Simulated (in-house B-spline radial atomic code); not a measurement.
Checks on a self-consistent run for the oxygen ion O³⁺, [He] 2s2 6p1. Computed with a B-spline radial code for spherical atoms: Dirac-Hartree-Fock, average of configuration, Fermi nucleus of rms radius 2.6991 fm.

```csv
orbital,q,ε (Eh),<1/r>,<r²>,small-component weight
1s1/2,2,-24.49387,7.6868,0.052129,0.0007849
2s1/2,2,-3.98347,1.53971,1.02592,0.0001243
6p1/2,0.33333,-0.23919,0.119568,169.759,6.8742e-06
6p3/2,0.66667,-0.23915,0.119526,169.826,6.8722e-06
```

Electron-electron repulsion V_ee = 11.3597 hartree.

**Question.** What total energy follows from the eigenvalues?

**Answer.** The eigenvalues count the repulsion twice, so E = Σqε - V_ee = -57.194 - 11.360 = -68.554 hartree; the run printed -68.554.

**Question.** Does the Dirac virial theorem hold?

**Answer.** For a point nucleus E = -2c²Σq·w, with w the small-component weight. Here Σq·w = 0.0018253 and c = 137.0360, so the ratio E/(-2c²Σq·w) is 1.000000.

**Question.** What diamagnetic shielding (Lamb formula) and susceptibility (Langevin formula) do the radii give?

**Answer.** σ = (α²/3)Σq<1/r> = 18.5726/(3·137.036²) = 329.67 ppm, and χ = -0.79199×10⁻⁶·Σq<r²> = -136.2×10⁻⁶ cm³/mol with Σq<r²> = 171.96 bohr². Both are non-relativistic formulas without the paramagnetism of open shells.
